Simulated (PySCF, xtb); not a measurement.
WOSFCl, SMILES [Cl][W](=[O])(=[S])[F], multiplicity 1.

GFN2-xTB run with xtb 6.7.1 at its own geometry gives an orbital gap of 2.07 eV and a dipole moment of 4.87 D.

Geometry optimised at B3LYP-D3(BJ)/def2-SVP. The spin state was assumed, not searched. The structure was generated by enumeration; whether it is a known compound was not checked. The def2 effective core potentials stand for the cores of W; spin–orbit coupling is left out.

Task: What does PBE/def2-TZVP run with PySCF give? (Estimate from the structure and the level; the computed values follow.)

Result: gap 2.99 eV (levels -7.06 and -4.07 eV), dipole 1.28 D.
